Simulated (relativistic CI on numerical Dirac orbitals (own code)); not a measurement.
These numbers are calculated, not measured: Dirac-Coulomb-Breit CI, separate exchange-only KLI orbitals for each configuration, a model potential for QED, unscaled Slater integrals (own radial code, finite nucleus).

The strongest absorption lines from the ground level of an ion, among the configurations computed and to levels below about 99700 eV (vacuum wavelength in Å, gf): 0.1244 (0.0083), 0.1259 (0.015), 0.1287 (0.03), 0.1291 (0.013), 0.1351 (0.081), 0.1363 (0.039), 0.1572 (0.39), 0.1629 (0.23).

**Question.** Which ion is it?
A. Tm LXVIII
B. Th LXXXIX
C. Os LXXV
D. Bi LXXXII

**Answer.** D. Bi LXXXII has 2 electrons and the ground level 1s2 1S_0; the strongest line goes to 1s 2p 1P°_1. The pattern of lines fixes the number of electrons, and along that sequence the line energies rise steadily with the charge (about as its square where n changes within one kind of shell, about linearly where n is kept but much faster in heavy ions where fine structure, which grows about as Z⁴, sets the gap, and irregularly where shells cross), which fixes Z. Configurations outside the model, such as inner-shell arrays, can give stronger lines. At this charge energies of transitions that change n are usually good to better than 1 %, and those within a shell (Δn = 0) to a few per cent.

LS names give the leading component of a level, which can be under half, so a name can repeat, a term be missing and a line seem to break the LS rules.
